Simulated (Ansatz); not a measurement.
Z-matrix (Å, degrees):
```
C
C 1 1.490
H 1 1.095 2 111.1
H 1 1.095 2 111.1 3 118.3
H 1 1.090 2 112.4 3 -120.9
C 2 1.336 1 126.4 3 120.7
H 2 1.088 1 115.9 3 -59.2
C 6 1.517 2 125.4 1 -179.3
C 6 1.456 2 128.0 1 0.8
C 8 1.540 6 105.5 2 -172.7
H 8 1.092 6 111.7 2 -50.4
H 8 1.093 6 109.9 2 68.0
C 9 1.336 6 111.4 2 175.7
H 9 1.082 6 124.0 2 -3.7
H 10 1.097 8 112.1 6 112.1
H 10 1.095 8 112.5 6 -128.5
H 13 1.084 9 124.9 6 -179.3
```

Total charge 0; spin multiplicity 1.

**Question.** List the PBE0/def2-TZVPP orbital energies in eV (Ansatz 0.2.0). (Estimate.)

**Answer.** The calculation gave: Occupied: -278.17, -278.15, -278.13, -278.04, -278.01, -277.85, -277.84, -23.92, -21.64, -20.03, -19.46, -17.16, -15.68, -14.51, -13.58, -12.88, -11.82, -11.41, -11.13, -10.53, -10.19, -9.90, -9.81, -9.13, -8.52, -5.93. Lowest empty: -0.36, 1.45, 1.74, 1.89, 2.14, 2.74, 2.82, 3.08.
